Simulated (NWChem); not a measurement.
Species: CH₂ClF; SMILES FCCl

```xyz
5

F      0.3751     1.5042     0.0000
C     -0.5755     0.5532     0.0000
Cl     0.1446    -1.0671     0.0000
H     -1.1900     0.6415     0.9078
H     -1.1900     0.6415    -0.9078
```
Atoms are numbered in this order, from 1.

Program: NWChem. Geometry: optimised at PBE0/def2-SVP. Ions are spin-unrestricted doublets at the neutral geometry; other ion states weren't tried.

Task: Estimate the computed values for PBE/def2-SVP. Quantities: vertical ionisation energy, ΔSCF (eV); −ε(HOMO) (eV).

Result: The vertical ionisation energy, ΔSCF (eV) is 11.05 and the −ε(HOMO) (eV) is 6.99.
